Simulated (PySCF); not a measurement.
Structure problem from calculated spectra and properties.

Elements present: B, C, H, N and O. Monoisotopic mass: 83.0542 u.

- Dipole: 2.36 D [B3LYP/def2-SVPD]
- XPS: B1s 196.7, C1s 290.3 (×2), C1s 294.9, N1s 405.6, O1s 539.3 eV [ΔSCF SCAN, pcX-2 on the ionised atom, pcseg-1 elsewhere, spin-free X2C]
- UV, first state: lowest singlet excitation: 5.08 eV (244 nm, f = 0.000) [TDDFT B3LYP/def2-SVPD]
- Rotational structure: rotational constants A, B, C: 7.556, 1.850, 1.514 GHz [PBE0-D3(BJ)/def2-SVP]
- 13C NMR: chemical shifts (computed TMS as zero) by class: 133.2 (1 C), 12.3 (2 C) ppm [GIAO B3LYP/pcSseg-1]
- Triplet: lowest triplet excitation (Tamm–Dancoff): 4.86 eV [TDA B3LYP/def2-SVPD]
- NMR, other nuclei: isotropic shieldings of nuclei other than C and H, by class: 39 (1 B), 172 (1 N), 151 (1 O) ppm [GIAO B3LYP/pcSseg-1]

Electronic properties: PySCF, gas phase, density fitting. Levels stand in brackets. Isolated species at its PBE0-D3(BJ)/def2-SVP geometry, gas phase. Each NMR value is the plain mean over a class of atoms that symmetry, rotation or inversion makes alike.

Question: Which formula fits the mass and the elements?

Answer: C3H6BNO (calculated 83.0542). No other formula that holds each of these elements comes within 0.0003 u with a fitting electron parity and a possible valence count.

Question: What is the compound? Reason from the data.

Answer: 3 carbons fall into 2 classes; from least to most shielded: carbon bonded to N and O (133.2 ppm), carbon bonded to B and 3 H (12.3 ppm, 2 C). The other shieldings belong to: 39 ppm, boron bonded to 2 C and N; 172 ppm, nitrogen bonded to B and C; 151 ppm, oxygen bonded to C. The core levels belong to: B1s 196.7 eV, boron bonded to 2 C and N; C1s 290.3 eV, carbon bonded to B and 3 H; C1s 294.9 eV, carbon bonded to N and O; N1s 405.6 eV, nitrogen bonded to B and C; O1s 539.3 eV, oxygen bonded to C. One atom of each topological class was ionised and stands for its class. By its constants the optimised geometry is an asymmetric top. Structure: BMe2(NCO) (`CB(C)N=C=O`). The assignments are read from this structure; whether some other isomer fits the data as well wasn't checked.
